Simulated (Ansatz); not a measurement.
Basis-set extrapolation for `F[SiH]1NCO1` (PBE0-D4/def2-TZVP geometry, frozen core, Ansatz 0.2.0). Multiplicity 1, RHF reference.

```
                      def2-TZVPP   def2-QZVPP
                 HF  -558.121628  -558.144211
    MP2 correlation    -0.968309    -1.046787
CCSD(T) correlation    -1.025700      not run
```

Energies in hartree. Use E(X) = E(∞) + A·exp(−7.88·√X) for Hartree–Fock and E(X) = E(∞) + B·X^(−2.97) for correlation, with X = 3 and 4, and add CCSD(T) minus MP2 of the smaller set to the MP2 limit.

**Question.** What is the CCSD(T) energy at the basis-set limit?

**Answer.** HF limit: -558.144211 + (-0.022583) × 0.13774 = -558.14732. MP2 limit: -1.046787 + (-0.078478) × 0.74074 = -1.10492. Higher-order term: -1.025700 − (-0.968309) = -0.05739. Total: -559.30963 hartree, 426.1 kJ/mol below CCSD(T)/def2-TZVPP.
